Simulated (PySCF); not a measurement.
# What a mistake does to a calculation on CClH5Si2

All numbers below are calculated, not measured. They come from PySCF 2.14.0, an open-source quantum chemistry program, on an isolated molecule that a program drew, which may never have been made. The molecule is CClH5Si2 (charge 0, singlet), drawn as the SMILES string `C=[Si]([SiH3])Cl`.

Each row is a Hartree-Fock (HF) and frozen-core CCSD(T) single point in the cc-pV(D+d)Z basis, meant for a local HF minimum. Run 1 is clean. Each other run has one planted mistake out of seven kinds, and not every kind appears here: one electron removed, one electron added, multiplicity raised by two, geometry at a saddle point, minimal basis STO-3G, one bond length entered in bohr, all coordinates scaled. The reference is restricted for singlets and unrestricted otherwise, and also for a bond in bohr. Adding or removing an electron swaps singlet and doublet. Electrons count all cores. HOMO and LUMO are orbital energies over both spins, the gradient is its largest component, and the lowest frequency (negative if imaginary) is given only where the gradient is small. Bond lengths are over the 8 bonds as drawn. T1 is the CCSD diagnostic: over 0.02 (restricted) or 0.045 (unrestricted) a single reference is doubtful.

Geometry of the clean run:
```xyz
9
CClH5Si2, angstrom
C     0.0894   -0.3391   -0.2391
Si    0.8711   -1.7910    0.1184
Si   -0.1415   -3.7639    0.8792
Cl    2.9158   -1.9739   -0.0941
H    -0.9868   -0.2679   -0.1193
H     0.5898    0.5558   -0.5895
H     0.1193   -4.8523   -0.0867
H    -1.5939   -3.5126    0.9919
H     0.4220   -4.1270    2.1968
```

```
run  electrons  basis functions  <S^2>  HOMO (eV)  LUMO (eV)  gradient (hartree/bohr)  lowest frequency (cm^-1)  mean bond (Å)  longest bond (Å)      T1  HF (hartree)  CCSD(T) (hartree)                 mistake
  1         56              108  0.000      -8.64       1.97                  1.2e-05                        97         1.5874             2.344  0.0133   -1078.15063        -1078.69708                no fault
  2         56              108  0.000      -8.96       2.66                  1.2e-01                         -         1.4350             2.119  0.0120   -1078.04407        -1078.58102  all coordinates scaled
  3         56               37  0.000      -6.22       6.82                  5.0e-02                         -         1.5874             2.344  0.0102   -1066.07881        -1066.28730    minimal basis STO-3G
  4         56              108  2.035      -6.12       0.44                  1.2e-01                         -         1.5874             2.344  0.0141   -1078.08198        -1078.59053                       ?
  5         55              108  0.757     -16.94      -6.24                  6.6e-02                         -         1.5874             2.344  0.0162   -1077.88856        -1078.39014                       ?
```

**Which mistake was planted in run 4, and what did it cost?**

Electrons, basis and geometry are unchanged, and <S^2> is 2.035, beside S(S+1) = 2.00 for a multiplicity of 3. So the mistake is: multiplicity raised by two. Subtracting run 1 and multiplying by 627.51 kcal/mol a hartree, the energy moved by 43.1 kcal/mol in HF and 66.9 kcal/mol in CCSD(T).

**Which mistake was planted in run 5, and what did it cost?**

It counts 55 electrons, one fewer than the clean run, at the same geometry and basis. So the mistake is: one electron removed. Subtracting run 1 and multiplying by 627.51 kcal/mol a hartree, the energy moved by 164.5 kcal/mol in HF and 192.6 kcal/mol in CCSD(T).

